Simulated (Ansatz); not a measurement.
Born–Oppenheimer molecular dynamics of BClFH$_{2}$N (6 atoms, charge 0, multiplicity 1). It starts from a relaxed structure.

These are results of RKS CAM-B3LYP/STO-3G in Ansatz 0.2.0, not measurements.

- ensemble: NVT, Nosé–Hoover chain
- time step: 0.25 fs
- steps asked: 250
- set temperature: 1500 K
- thermostat: time constant 100 fs, chain length 3 (defaults)
- seed: 995802

First frame:

```xyz
6
Properties=species:S:1:pos:R:3
B 0.021 0.015 0.061
N -0.007 0.000 1.458
H -0.883 -0.085 1.999
H 0.841 0.072 2.046
F 1.129 0.121 -0.635
Cl -1.570 -0.123 -0.809
```

Question: How far do the bonds stretch over the last three quarters of this one trajectory? (Pairs bonded in most of those frames.)

Answer: 
```tsv
bond	mean (Å)	spread (Å)	shortest	longest
B1–N2	1.410	0.012	1.39	1.43
B1–F5	1.320	0.025	1.28	1.37
B1–Cl6	1.823	0.032	1.76	1.88
N2–H3	1.042	0.052	0.97	1.12
N2–H4	1.045	0.056	0.96	1.13
```

Mean temperature of the second half: 857 K. The conserved energy stayed within 0.43 meV per atom of its start (net change 0.017 meV per atom), so the integration is sound. The mean temperature of the second half is 43 % below the set value. A run of 0.062 ps of so small a system gives no equilibrium averages. Limits of this set-up: minimal basis.

Time of the run: 3.8 min on 1 thread of Arm Neoverse V2 (shared host), peak memory 0.081 GiB.
